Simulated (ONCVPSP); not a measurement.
# How hard is this Sb ONCV potential?

```
Element                 : Sb
Generator               : ONCVPSP 4.0.1
Type                    : optimised norm-conserving Vanderbilt (ONCV)
Functional              : PBE
Relativity              : scalar-relativistic
Frozen core             : [Kr] 4d10
Valence charge          : 5
Reference configuration : 5s1.5 5p3.5
Partial waves           : 5s: rc 2.00 bohr, ncon 3, nbas 8, qcut 3 1/bohr, local; 5p: rc 2.10 bohr, ncon 4, nbas 7, qcut 4.1 1/bohr, 2 projectors, debl 2.8 Ha
Local potential         : the s channel
Core correction         : none
```

Question: For each optimised wave give the share of its norm inside rc, the residual kinetic energy above qcut (Ha) and the cutoffs (Ha) for errors of 10, 1, 0.1 and 0.01 mHa per electron.

Answer:

```json
{"wave": "5s", "norm inside rc": "0.434", "residual KE": "5.3e-03", "10 mHa": "3.8", "1 mHa": "18.4", "0.1 mHa": "51.5", "0.01 mHa": "not reached"}
{"wave": "5p", "norm inside rc": "0.252", "residual KE": "1.1e-04", "10 mHa": "2.3", "1 mHa": "6.5", "0.1 mHa": "8.9", "0.01 mHa": "20.0"}
{"wave": "p projector 2", "norm inside rc": "0.130", "residual KE": "3.8e-03", "10 mHa": "7.5", "1 mHa": "18.8", "0.1 mHa": "44.4", "0.01 mHa": "54.4"}
```

The occupied waves need 18 Ha and 51 Ha for 1 and 0.1 mHa.
